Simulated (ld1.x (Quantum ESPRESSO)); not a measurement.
Pseudopotential generation for Zr (Z = 40): PAW, PBE, scalar-relativistic.

Zr (Z = 40), PAW, made with ld1.x (Quantum ESPRESSO) 7.5 (PBE, scalar-relativistic). Core [Ar] 3d10, reference 4s2 4p6 4d2 5s1.75 5p0 (charge +0.25). Waves: 4s (bound): rcut 1.55, rcutus 1.75 bohr; 5s (bound): rcut 1.55, rcutus 1.75 bohr; 4p (bound): rcut 1.80, rcutus 2.15 bohr; 5p (bound, empty): rcut 1.80, rcutus 2.15 bohr; 4d (bound): rcut 2.25, rcutus 2.45 bohr; 4d channel at 0.05 Ry: rcut 2.25, rcutus 2.45 bohr. Local part: all-electron potential smoothed inside 1.40 bohr (lloc = -1). Core correction: Bessel-smoothed model core, default radius (core density twice the valence density). Augmentation charge: BESSEL, radius 1.75 bohr.

All-electron outer shells of the reference configuration (PBE, scalar-relativistic, ld1.x):

```json
{"shell": "3p", "level (eV)": "-319.20", "outermost node (bohr)": "0.18", "outermost maximum (bohr)": "0.40"}
{"shell": "3d", "level (eV)": "-176.25", "outermost node (bohr)": "–", "outermost maximum (bohr)": "0.35"}
{"shell": "4s", "level (eV)": "-56.05", "outermost node (bohr)": "0.55", "outermost maximum (bohr)": "1.08"}
{"shell": "4p", "level (eV)": "-34.01", "outermost node (bohr)": "0.56", "outermost maximum (bohr)": "1.17"}
{"shell": "5s", "level (eV)": "-5.75", "outermost node (bohr)": "1.47", "outermost maximum (bohr)": "3.11"}
{"shell": "4d", "level (eV)": "-5.10", "outermost node (bohr)": "0.58", "outermost maximum (bohr)": "1.59"}
{"shell": "5p", "level (eV)": "-2.59", "outermost node (bohr)": "1.69", "outermost maximum (bohr)": "4.00"}
```

Q: Does the generator finish with these settings?

A: Yes, a potential is produced and its reference levels are reproduced.

Q: Is the overlap operator S = 1 + Σ q|β⟩⟨β| positive definite (Bessel basis up to 400 Ry)?

A: No: its lowest eigenvalue is -0.143, in the p channel, so the generalised eigenproblem breaks down once the basis is large enough.

Q: Tests: 4s2 4p6 4d2 5s2 5p0; 4s2 4p6 4d2 5s1 5p0; 4s2 4p6 4d2 5s0 5p0; 4s2 4p6 4d2 5s0 5p2; 4s2 4p6 4d2 5s1 5p1; 4s2 4p5 4d2 5s2 5p0; 4s2 4p6 4d1 5s2 5p1. Which has the largest error in its energy relative to the reference configuration, and how large is it?

A: 4s2 4p5 4d2 5s2 5p0, with +14 meV (all-electron minus pseudo) on +36.72 eV.

The ghost test of this file was not conclusive. Its overlap operator is not positive definite in a basis up to 400 Ry (lowest eigenvalue p -0.14), so the file is unfit for use: the generalised eigenproblem breaks down once the basis is large enough, and its test numbers describe a broken file.
